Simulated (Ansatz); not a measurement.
`N[SiH2][SiH2]N` + `[AlH2][AlH][SeH]` → `N[SiH2][AlH][SeH]` + `N[SiH2][AlH2]`  (redistribution)

Calculated with Ansatz (gas phase, PBE0-D4/def2-TZVP geometries, no zero-point term in ΔE). CCSD(T)/CBS is the MP2 limit (def2-TZVPP, def2-QZVPP) plus CCSD(T) − MP2 in def2-TZVPP, frozen cores. Functionals use def2-TZVPP. B3LYP here is the variant with VWN-RPA as its local correlation; programs differ in this. For Se outer-core shells are correlated without core-valence functions, which leaves a few kJ/mol of doubt a bond. Scalar relativity is left out up to krypton. One conformer a species, not always the lowest.

```json
{"level": "r2SCAN-D4", "ΔE (kJ/mol)": "6.8"}
{"level": "B3LYP-D4", "ΔE (kJ/mol)": "7.8"}
{"level": "B2PLYP", "ΔE (kJ/mol)": "8.6"}
{"level": "PBE", "ΔE (kJ/mol)": "5.7"}
{"level": "B3LYP", "ΔE (kJ/mol)": "6.8"}
{"level": "HF/def2-QZVPP", "ΔE (kJ/mol)": "12.5"}
{"level": "MP2/def2-QZVPP", "ΔE (kJ/mol)": "9.9"}
{"level": "CCSD/CBS(def2)", "ΔE (kJ/mol)": "10.6"}
```

Q: What does CCSD(T)/CBS give? (An estimate is asked.)

A: The calculation gave: +10.1 kJ/mol. The listed levels differ from it by -3.3, -2.3, -1.5, -4.4, -3.3, 2.4, -0.2, 0.5 kJ/mol.

Largest T1 diagnostic among the species: 0.011.
